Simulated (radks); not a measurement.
Polarisability of the gallium ion Ga6+, [Ar] 3d7, at imaginary frequency. Calculated with a radial shooting solver on a logarithmic mesh with Libxc functionals: scalar-relativistic Kohn-Sham, LB94 model potential, spin-unpolarised, spherical densities, finite nucleus; Fermi nuclear charge, rms radius 3.9973 fm. Response by self-consistent Sternheimer equations with the Hartree and adiabatic LDA kernel, the relativistic mass of each level held fixed and spin-orbit coupling left out.

w (hartree),alpha1(iw) (bohr^3)
0.00266,0.4661
0.0143,0.4661
0.0360,0.4661
0.0697,0.4660
0.118,0.4656
0.186,0.4649
0.280,0.4633
0.413,0.4601
0.605,0.4535
0.892,0.4399
1.35,0.4124
2.12,0.3590
3.59,0.2670
6.94,0.1434
17.5,0.03987

Static values: alpha1 = 0.4661 bohr^3 (0.06907 angstrom^3; uncoupled 0.5700). C6 = 0.7097, triple-dipole C9 = 0.2344 atomic units. One-pole (London) frequency 4 C6 / (3 alpha1^2) = 4.355 hartree, against 5.246 for minus the highest occupied eigenvalue.
